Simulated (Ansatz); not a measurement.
Job for Ansatz (a program for electronic structure): U-wB97M-V/def2-TZVPP on I (SMILES [I]). Elements past Kr take the def2 small-core potentials; no spin–orbit coupling.

Ansatz 0.2 input:
```yaml
crystal:
  periodic: [false, false, false]
  atoms:
    - {symbol: I, position_ang: [0.00000000, 0.00000000, 0.00000000]}
basis:
  gaussian:
    orbitals: def2-TZVPP
hamiltonian:
  xc: {name: wB97M-V}
magnetization: {spin_polarized: true, initial_magnetization: 1}
```

### Question
What total energy does the run end on?

### Answer
-297.6649 hartree.
